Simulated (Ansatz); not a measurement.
Wavefunction ladder for C₃H₇B (`B/C=C/C`)

```xyz
11

B     2.0430    0.6001   -0.1589
C     0.5374    0.5385   -0.3951
C    -0.2270   -0.3421    0.2742
C    -1.6947   -0.5089    0.1420
H     2.5361   -0.1508    0.6363
H     2.7467    1.3739   -0.7423
H     0.0361    1.1967   -1.1050
H     0.2668   -1.0039    0.9858
H    -1.9376   -1.5329   -0.1614
H    -2.1207    0.1843   -0.5844
H    -2.1860   -0.3548    1.1087
```

The species carries charge 0 and has multiplicity 1. All single points use the PBE0-D4/def2-TZVP geometry. Frozen core, restricted reference, Ansatz 0.2.0. CBS rows extrapolate triple and quadruple zeta; past MP2 they add the triple-zeta difference.

```tsv
basis	HF (Eh)	MP2 corr.
def2-SVP	-142.22950	-0.49271
def2-TZVPP	-142.38589	-0.59974
def2-QZVPP	-142.39262	-0.63743
```

(1) Estimate the CCSD correlation energy and the (T) correction in each basis where they were run (hartree).

Results:

(1) 
```json
{"basis": "def2-SVP", "CCSD corr.": "-0.54481", "(T)": "-0.01814"}
{"basis": "def2-TZVPP", "CCSD corr.": "-0.64375", "(T)": "-0.02692"}
{"basis": "CBS(def2)", "CCSD corr.": "-0.70937", "(T)": "as TZ"}
```
